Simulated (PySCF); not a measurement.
## SMILES C#C/C1=C\CCCCCC1, C$_{10}$H$_{14}$

Geometry:
```csv
atom,x (Å),y (Å),z (Å)
C1,2.912,1.989,-2.000
C2,2.331,1.755,-0.958
C3,1.645,1.549,0.277
C4,1.622,0.348,0.893
C5,1.837,-0.934,0.182
C6,0.430,-1.356,-0.313
C7,-0.386,-0.259,-1.018
C8,-1.122,0.789,-0.138
C9,-0.645,2.251,-0.179
C10,0.611,2.569,0.659
H11,3.431,2.188,-2.919
H12,1.076,0.291,1.843
H13,2.508,-0.792,-0.680
H14,2.260,-1.728,0.818
H15,0.548,-2.213,-0.998
H16,-0.152,-1.736,0.546
H17,-1.148,-0.780,-1.620
H18,0.256,0.256,-1.752
H19,-1.148,0.443,0.911
H20,-2.179,0.802,-0.452
H21,-0.451,2.534,-1.228
H22,-1.466,2.903,0.164
H23,0.938,3.605,0.478
H24,0.375,2.469,1.731
```

Theory: PySCF 2.14.0, TDDFT CAM-B3LYP/def2-SVPD circular dichroism and optical rotation, one conformer, IEF-PCM toluene (non-equilibrium linear response, no local-field factor). Geometry: PBE0-D3(BJ)/def2-SVP.

States above about 7.7 eV (minus the energy of the highest occupied orbital) lie near or above the ionisation threshold and depend on the basis. No stereocentre is labelled: unless the shape is locked (an allene, a helicene, a hindered biaryl), the mirror image is equally populated and a measured rotation or CD is zero.

Problem. Give the optical rotatory dispersion at 633, 589.3, 546, 436, 405, 365, 355 nm.

Solution. [α] in deg dm⁻¹ (g/mL)⁻¹:
```
λ (nm)  origin-invariant length gauge  modified velocity gauge  length gauge (centre of mass)  isotropic polarisability (au)
   633                         +355.7                   +359.8                         +356.5                          138.0
 589.3                         +425.1                   +429.8                         +426.1                          138.8
   546                         +518.0                   +523.1                         +519.3                          139.8
   436                         +989.0                   +994.9                         +991.8                          144.3
   405                        +1261.8                  +1267.2                        +1265.6                          146.6
   365                        +1858.5                  +1861.1                        +1864.7                          150.9
   355                        +2085.4                  +2086.6                        +2092.6                          152.4
```

Problem. And for the mirror image at 589.3 nm?

Solution. -425.1 deg dm⁻¹ (g/mL)⁻¹ (origin-invariant length gauge): the same size and the opposite sign.

Problem. What is the molar rotation [Φ] = [α]·M/100 of the geometry above at 589.3 nm?

Solution. With M = 134.22 g/mol, +570.6 deg cm² dmol⁻¹ (origin-invariant length gauge).

The first excitation lies at 5.06 eV (245 nm) with R = +51.6 × 10⁻⁴⁰ esu² cm² (velocity form).
